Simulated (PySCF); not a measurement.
# O⁺: excitation energy

O⁺ [He] 2s2 2p3 (4S) → O⁺ [He] 2s1 2p3 3d1 (6D), as a difference of total energies. Computed with PySCF 2.14 in aug-cc-pCVTZ-DK with one added diffuse shell each of s, p, d, f type (8s7p5d3f, 75 functions), with scalar relativity by spin-free X2C-1e. Correlated levels: valence: 1s2 frozen; valence and next inner shell: nothing frozen. The calculations carry no spin-orbit coupling.

| method | excitation energy (eV) |
| --- | --- |
| UHF | 34.009 |
| LDA | 36.088 |
| PBE | 35.802 |
| PBE0 | 35.830 |
| r2SCAN | 35.416 |
| CAM-B3LYP | 36.909 |
| TPSSh | 36.204 |
| wB97X-V | 36.714 |
| B97-3 | 36.305 |
| MP2 (valence) | 35.906 |
| SCS-MP2 (valence) | 36.324 |
| MP2 (valence and next inner shell) | 35.928 |
| SCS-MP2 (valence and next inner shell) | 36.338 |

**Question.** How much does correlation contribute at MP2 (valence and next inner shell)?

**Answer.** 35.928 − (34.009) = 1.919 eV, measured against UHF.

The upper state lies above the first ionisation limit, but in LS coupling its spin forbids autoionisation to the ground ion. A Rydberg-like electron needs more diffuse functions than a valence basis has.

The promoted electron is Rydberg-like, and one or two diffuse shells describe it only roughly, which tends to raise the upper state.
